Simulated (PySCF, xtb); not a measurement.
Pair of molecules: NH3 (SMILES N) (first 4 atoms) with HBr (SMILES Br); geometry from B3LYP-D3(BJ)/def2-TZVP, rigid monomers moved along the line of their centres of mass till N1···H6 is 1.49 Å.
(charge 0, multiplicity 1):
```xyz
6

N      0.2635    -0.0225     0.4461
H      1.1958     0.0311     0.0518
H     -0.1763    -0.8770     0.1234
H     -0.2766     0.7669     0.1102
Br     0.3984     0.0099     3.4420
H      0.3303    -0.0065     1.9300
```

Interaction energies are E(AB) − E(A) − E(B) at the monomers' geometry in the complex; basis-set methods are counterpoise corrected. Rows marked so take none.

Rows in 6-31G*, STO-3G carry no dispersion term and start afresh at each structure (6-31G* with six Cartesian d functions); the Pople sets are all-electron and without relativity.

Run with PySCF for 6-31G* rows, STO-3G rows; xtb for the GFN methods. Values without a source in brackets are computed.

Q: One of these levels gives -1.39 kcal/mol for the interaction energy. Which one is it?
A) HF/6-31G*
B) HF/6-31G* (no counterpoise)
C) HF/STO-3G (no counterpoise)
D) GFN1-xTB

A: D, GFN1-xTB. The others give -10.15 (HF/STO-3G (no counterpoise)), -5.10 (HF/6-31G*), -7.25 (HF/6-31G* (no counterpoise))
